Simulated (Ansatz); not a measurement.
C2HNO, SMILES `[C-]#[N+][C]O` (lower singlet) (charge 0, multiplicity 1). This singlet lies 1.18 eV below the relaxed triplet at the level B3LYP/cc-pVTZ // PBE0-D3(BJ)/def2-TZVP (Ansatz, a quantum-chemistry and plane-wave program).

These are frozen-core CCSD(T)/cc-pVDZ // PBE0-D3(BJ)/def2-TZVP (Ansatz) values and carry that method's errors.

Ansatz 0.2 input:
```yaml
crystal:
  periodic: [false, false, false]
  atoms:
    - { symbol: C, position_ang: [1.967599, 0.177062, -0.125219] }
    - { symbol: N, position_ang: [0.831179, -0.126723, -0.030525] }
    - { symbol: C, position_ang: [-0.37361, -0.721717, 0.250498] }
    - { symbol: O, position_ang: [-1.351335, -0.060634, -0.283293] }
    - { symbol: H, position_ang: [-1.073839, 0.73201, -0.78456] }
basis:
  gaussian: { orbitals: cc-pVDZ }
correlation:
  method: ccsd_t
```

Output:

```
Functional definition: HF
576 factors; integrals over basis functions are off by at most 8.8e-4 eV
mean field evaluation 1: about -5590.9345 eV, gradient 2.7e1 eV
mean field evaluation 2: about -5590.9381 eV, gradient 2.7e1 eV
mean field evaluation 4: about -5592.6646 eV, gradient 3.7e0 eV
mean field evaluation 8: about -5592.7111 eV, gradient 3.5e-4 eV
mean field evaluation 16: about -5592.7062 eV, gradient 2.6e-1 eV
mean field -5592.71106970 eV, -205.5283409357 hartree, gradient 2.2e-6 eV, S^2 0.000000; 0 other end points of the search recorded, 0 dependent functions left out; unrestricted orbitals would lower it
4 core orbitals not correlated
reference -5592.71106970 eV, -205.5283409357 hartree; 10, 10 occupied and 47, 47 virtual orbitals, 576 factors
second order -15.13719696 eV of doubles, -0.00000000 eV of singles
cycle   1  -15.15191888 eV  change   -1.5e-2 eV  update   1.2e-1
cycle   2  -15.66637203 eV  change   -5.1e-1 eV  update   3.8e-2
cycle   3  -15.82238404 eV  change   -1.6e-1 eV  update   2.3e-2
cycle   4  -15.81257590 eV  change    9.8e-3 eV  update   6.2e-3
cycle   5  -15.80976084 eV  change    2.8e-3 eV  update   3.1e-3
cycle   6  -15.81133946 eV  change   -1.6e-3 eV  update   9.6e-4
cycle   7  -15.81095133 eV  change    3.9e-4 eV  update   3.9e-4
cycle   8  -15.81080368 eV  change    1.5e-4 eV  update   1.4e-4
cycle   9  -15.81083497 eV  change   -3.1e-5 eV  update   6.0e-5
cycle  10  -15.81083173 eV  change    3.2e-6 eV  update   2.2e-5
perturbative correction -0.62652428 eV, -0.0230243427 hartree
Total energy: -5609.14842571 eV, -206.1324026274 hartree
```
